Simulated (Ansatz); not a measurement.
Basis-set extrapolation for CH$_{2}$F$_{2}$S$_{2}$Si, SMILES `FC1(F)S[SiH2]S1` (PBE0-D4/def2-TZVP geometry, frozen core, Ansatz 0.2.0). Multiplicity 1, RHF reference.

```json
{"": "HF", "def2-TZVPP": "-1322.069125", "def2-QZVPP": "-1322.110384"}
{"": "MP2 correlation", "def2-TZVPP": "-1.112646", "def2-QZVPP": "-1.213228"}
{"": "CCSD(T) correlation", "def2-TZVPP": "-1.200805", "def2-QZVPP": "not run"}
```

Energies in hartree. Use E(X) = E(∞) + A·exp(−7.88·√X) for Hartree–Fock and E(X) = E(∞) + B·X^(−2.97) for correlation, with X = 3 and 4, and add CCSD(T) minus MP2 of the smaller set to the MP2 limit.

What is the CCSD(T) energy at the basis-set limit?

HF limit: -1322.110384 + (-0.041259) × 0.13774 = -1322.11607. MP2 limit: -1.213228 + (-0.100582) × 0.74074 = -1.28773. Higher-order term: -1.200805 − (-1.112646) = -0.08816. Total: -1323.49196 hartree, 139.3 kcal/mol below CCSD(T)/def2-TZVPP.
